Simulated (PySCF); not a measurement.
SMILES O([Si](C)([O][GeH3])C)[SiH2]N (GFN2-xTB optimised geometry):

```
21

Si    -0.458    -2.063     0.555
N     -2.018    -1.892    -0.147
O      0.504    -0.748     0.538
Si     0.613     0.869     0.622
C      0.782     1.377     2.444
C      2.049     1.418    -0.483
O     -0.736     1.555     0.000
Ge    -2.459     1.555     0.000
H      0.282    -3.011    -0.270
H     -0.696    -2.417     1.952
H     -2.799    -1.545     0.385
H     -2.111    -1.646    -1.119
H      1.646     0.907     2.902
H     -0.097     1.083     3.014
H      0.895     2.452     2.546
H      2.160     2.497    -0.470
H      1.899     1.112    -1.513
H      2.980     0.982    -0.139
H     -2.906     0.875    -1.263
H     -2.821     3.011     0.000
H     -2.980     0.857     1.226
```

Method: PySCF 2.14.0 with PBE0/def2-SVP.

Question: What are the frontier orbital energies and the dipole moment?

Answer: HOMO-2 -8.54 eV, HOMO-1 -7.67 eV, HOMO -7.57 eV, LUMO 0.56 eV, LUMO+1 1.23 eV; dipole moment 1.64 D.

On the same geometry PySCF with PBE/def2-SVP gives HOMO-2 -6.94 eV, HOMO-1 -6.26 eV, HOMO -6.06 eV, LUMO -0.28 eV, LUMO+1 0.30 eV; dipole moment 1.55 D.

Meta-Löwdin charges at PBE0/def2-SVP: Si1 0.94, N2 -0.68, O3 -0.82, Si4 1.26, C5 -0.58, C6 -0.57, O7 -0.79, Ge8 0.63, H9 -0.13, H10 -0.13, H11 0.22, H12 0.22, H13 0.12, H14 0.11, H15 0.12, H16 0.12, H17 0.12, H18 0.12, H19 -0.09, H20 -0.08, H21 -0.09.
